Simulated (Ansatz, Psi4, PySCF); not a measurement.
Species: fluoro(trimethyl)silane, C3H9FSi, net charge 0, singlet state. SMILES: C[Si](C)(F)C
Structure (B3LYP-D3(BJ)/def2-TZVP (Ansatz, a quantum-chemistry and plane-wave program) minimum search):
```
Si
F 1 1.6195
C 1 1.8648 2 107.28
H 3 1.0920 1 111.15 2 -60.14
H 3 1.0920 4 107.97 1 -122.15
H 3 1.0929 4 107.83 5 -116.27
C 1 1.8648 2 107.28 3 -120.00
H 7 1.0920 1 111.15 2 -60.14
H 7 1.0920 8 107.97 1 -122.15
H 7 1.0929 8 107.83 9 -116.27
C 1 1.8648 2 107.28 3 120.00
H 11 1.0920 1 111.15 2 -60.14
H 11 1.0920 12 107.97 1 -122.15
H 11 1.0929 12 107.83 13 -116.27
```
Charge 0, spin multiplicity 1.

Wanted: atomisation energy, in kcal/mol. Conventions: atomisation electronic, to ground-state atoms; six Cartesian d functions in 6-31G* and its kin unless marked 5d; UHF or UKS for open shells; LANL2DZ with its own core potentials from Na on; valence correlation only; 6-311+G** with 5d, 6d on Na to Ar in Ansatz; no spin-orbit coupling; no dispersion term unless named; non-relativistic. CBS(X,Y): correlation extrapolated as X^-3; Hartree-Fock from the larger set. Ab initio and DFT rows: single points at B3LYP-D3(BJ) geometries (Ansatz).

Coupled cluster (Ansatz) is a level with limits of its own, used here on species with T1 under 0.025 (0.045 for open shells) and stable references: CCSD(T)/CBS(cc-pV(T+d)Z,cc-pV(Q+d)Z).

Value to compare with, CCSD(T)/CBS(cc-pV(T+d)Z,cc-pV(Q+d)Z) (Ansatz): 1302.1 kcal/mol.

| level | program | atomisation energy (kcal/mol) | difference |
|---|---|---|---|
| HF/3-21G | Ansatz | 953.8 | -348.3 |
| HF/LANL2DZ | Ansatz | 932.4 | -369.7 |
| PBE/6-31G* | Ansatz | 1305.5 | 3.4 |
| PBE/def2-SVP | Ansatz | 1304.9 | 2.8 |
| PBE/6-311+G** | Ansatz | 1291.8 | -10.3 |
| BP86/6-31G* (5d) | PySCF | 1319.3 | 17.2 |
| B3LYP/STO-3G | Ansatz | 1535.8 | 233.7 |
| B3LYP/6-31G | Ansatz | 1237.8 | -64.3 |
| B3LYP/6-31G* | Ansatz | 1285.2 | -16.9 |
| B3LYP/6-31G** | Ansatz | 1294.4 | -7.7 |
| B3LYP/cc-pVDZ | Ansatz | 1258.0 | -44.1 |
| PBE0/6-311+G** | Ansatz | 1281.0 | -21.1 |
| wB97X-D/6-311+G** | Psi4 | 1283.9 | -18.2 |
| B3PW91/6-31G* (5d) | PySCF | 1288.3 | -13.8 |
| r2SCAN-D4/def2-TZVPD | Ansatz + dftd4 | 1301.3 | -0.8 |
| PBE0/def2-TZVPD | Ansatz | 1293.1 | -9.0 |

Among the 14 habitual levels, HF/LANL2DZ lies farthest from CCSD(T)/CBS(cc-pV(T+d)Z,cc-pV(Q+d)Z) (Ansatz) (-369.7 kcal/mol) and PBE/def2-SVP nearest (2.8); 4 of 14 lie above it, and their mean absolute difference is 83.7 kcal/mol, the median 17.7. One case shows no general order.

The levels are drawn from those run, B3LYP/6-31G* more often than the rest, none by its result; left out are runs that failed, that the program found above a lower state of the same kind, or whose <S^2> lies over 0.5 above the pure value.
